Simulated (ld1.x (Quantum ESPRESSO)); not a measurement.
Transferability test, PAW potential for Rb (Z = 37)

ld1.x (Quantum ESPRESSO) 7.5 input, shortened:

```
&input
   title='Rb', zed=37., rel=2, dft='REVPBE', iswitch=3,
   config='[Kr] 4d0 5s0.5 5p0', rel_dist='average'
 /
 &inputp
   pseudotype=3, lpaw=.true., tm=.true., lloc=-2, rcloc=2.80,
   nlcc=.true., new_core_ps=.true., rcore=1.80,
   which_augfun='GAUSS', rmatch_augfun=1.40
 /
6
4S  1  0   2.00   0.00  1.95  2.15  0.0
5S  2  0   0.50   0.00  1.95  2.15  0.0
4P  2  1   6.00   0.00  2.30  2.90  0.0
5P  3  1   0.00   0.00  2.30  2.90  0.0
4D  3  2   0.00   0.00  3.70  4.40  0.0
4D  3  2   0.00   2.45  3.70  4.40  0.0
 &test
   configts(1)='4s2 4p6 4d0 5s0.5 5p0'
 /
```

Open shells are filled in proportion to 2j + 1 (rel_dist='average').

Energies are relative to the spin-unpolarised reference configuration 4s2 4p6 4d0 5s0.5 5p0; without spin polarisation the order of configurations can differ from experiment. Not all tests gave a result: test run stopped at test 4 of 7 (negative rho).

```
valence configuration  charge  ΔE all-electron (eV)  error AE − PS (meV)
  4s2 4p6 4d0 5s1 5p0       0                -1.539                  0.0
  4s2 4p6 4d0 5s0 5p0      +1                 2.552                 +0.1
  4s2 4p6 4d0 5s0 5p1       0                -0.085                 +0.1
```

Levels in the configuration 4s2 4p6 4d0 5s0 5p1:

```tsv
level	all-electron (eV)	pseudo (eV)
4s j=1/2	-33.320	-33.316
4p j=1/2	-17.975	-17.971
4p j=3/2	-17.094	-17.091
5p j=1/2	-1.366	-1.366
5p j=3/2	-1.336	-1.336
```

The ghost test of this file was not conclusive.
